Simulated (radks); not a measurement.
Task: These are the eigenvalues of the occupied orbitals of an atom or ion with whole-number occupations (eV). Method: non-relativistic Kohn-Sham, revPBE, spin-polarised, spherical densities, point nucleus; computed with a radial shooting solver on a logarithmic mesh with Libxc functionals.

orbital  eigenvalue
1s up     -14763.99
1s down   -14763.90
2s up     -1962.583
2s down   -1962.531
2p up     -1783.585
2p down   -1783.493
3s up     -306.9810
3s down   -306.8724
3p up     -242.3984
3p down   -242.2732
3d up     -126.1123
3d down   -125.9643
4s up      -49.5487
4s down    -48.5191
4p up      -34.1224
4p down    -33.1232

Which element is it, and in what charge state? The configuration may be excited. Open shells, if any, are filled with parallel spins first.

Result: Z = 37, rubidium, charge +2: Rb2+ in [Ar] 3d10 4s2 4p5. The list shows which subshells hold electrons but not how many an open one holds; the 1s level, -542.57 hartree, gives Z - s = 32.9 by -(Z - s)^2/2, which with screening narrows Z to a few neighbours, and the depths of the outer levels then fix element, charge and occupations together.
